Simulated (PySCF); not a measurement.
C3H5BrSi.
Atom-mapped SMILES: `[CH:1]#[C:2][Si@@H:3]([CH3:4])[Br:5]` (hydrogens: H6 on C1; H7 on Si3; H8, H9, H10 on C4)

A GFN2-xTB structure with every atom displaced at random (by about 0.01 Å) was refined with PBE0-D3(BJ)/def2-SVP geometry optimisation, gas phase (PySCF). Values at the start:

| coordinate | start |
| --- | --- |
| C1≡C2 | 1.220 Å |
| C1–H6 | 1.037 Å |
| C2–Si3 | 1.854 Å |
| Si3–C4 | 1.843 Å |
| Si3–Br5 | 2.248 Å |
| Si3–H7 | 1.466 Å |
| C4–H8 | 1.091 Å |
| C1–C2–Si3 | 177.2° |
| C2–Si3–C4 | 110.7° |
| C2–Si3–Br5 | 105.4° |
| C4–Si3–Br5 | 108.6° |

Question: How do these coordinates change at the PBE0-D3(BJ)/def2-SVP level?

Answer: 
| coordinate | PBE0-D3(BJ)/def2-SVP (Å or °) | change |
| --- | --- | --- |
| C1–H6 | 1.076 | +0.039 |
| C2–Si3 | 1.831 | -0.023 |
| Si3–H7 | 1.488 | +0.022 |
| Si3–C4 | 1.863 | +0.020 |
| Si3–Br5 | 2.235 | -0.013 |
| C4–H8 | 1.101 | +0.010 |
| C1≡C2 | 1.217 | -0.003 |
| C2–Si3–Br5 | 108.6 | +3.2 |
| C1–C2–Si3 | 179.2 | +2.0 |
| C4–Si3–Br5 | 109.2 | +0.6 |
| C2–Si3–C4 | 110.5 | -0.2 |

The energy falls by 10.0 kJ/mol over 10 energy and gradient evaluations, the largest force component goes from 0.0346 to 3.5e-04 Eh/bohr, and the atoms move by 0.055 Å rms after alignment. The bond that changes most is C1–H6 (terminal alkyne carbon to alkyne hydrogen), which lengthens by 0.039 Å. Bonds longer at the end by more than 0.005 Å: 5 of 9; shorter: 3. Rotational constants go from 3389, 1551, 1150 to 3543, 1497, 1130 MHz.

The run used 117 basis functions and 68 SCF cycles in all.

Whether it is a minimum is left open (no frequencies).
